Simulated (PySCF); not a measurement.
IrSCl, singlet: computed properties

Computed with PBE0 in PySCF with Ir def2-SVP with ECP60, S def2-SVP, Cl def2-SVP; scalar-relativistic core potentials, no spin–orbit coupling; density-fitted integrals.

The structure is a higher-order saddle point with 2 imaginary modes (one degenerate set).

| Property | Result |
| --- | --- |
| Point group | C∞v |
| Bond lengths | Ir–Cl 2.200 Å, Ir–S 2.016 Å |
| Bond angles | Cl–Ir–S 180.0° |
| Atomisation energy without zero-point energy | 710 kJ/mol |
| Lowest empty level | -4.74 eV |
| Dipole moment | 1.23 D |
| Zero-point energy (real modes) | 6.0 kJ/mol |
| Principal quadrupole moments (Buckingham, traceless) about the centre of mass | -1.92, -1.92, 3.83 D Å |
| Principal polarisabilities | 41.4, 41.4, 107.0 bohr³ |
| Rotational constants | 0.05647 cm⁻¹ |
| Highest occupied level | -7.61 eV |

Harmonic modes (masses in u: Ir 192.963, S 31.972, Cl 34.969):
| symmetry | ω (cm⁻¹) | IR (km/mol, summed over degenerate members) | μ (u) | type |
| --- | --- | --- | --- | --- |
| π | 32i | – | 42.14 | bend |
| σ+ | 404 | 50.4 | 38.97 | stretch |
| σ+ | 598 | 31.0 | 35.90 | stretch |

In C∞v the vibrations span π + 2σ+.

Charges (e):
```tsv
atom	Mulliken	Löwdin	polar tensor	Mayer order to Ir1
Ir1	0.11	-0.55	0.64	–
S2	0.02	0.40	-0.21	2.43
Cl3	-0.13	0.15	-0.43	1.17
```
Other Mayer orders above 0.3: S–Cl 0.33.

Mulliken populations on Ir1 (electrons outside its core potential): s 3.09, p 6.23, d 7.54, f 0.03.

Stability towards spin polarisation was not tested. This need not be the most stable arrangement of these atoms. At this level a broken-symmetry Ms = 0 minimum of Cs symmetry lies 4 kJ/mol below this structure. With an element this heavy the missing spin–orbit coupling can shift these numbers.

The final relaxation and frequency run took of the order of 4 core-minutes on a shared host.
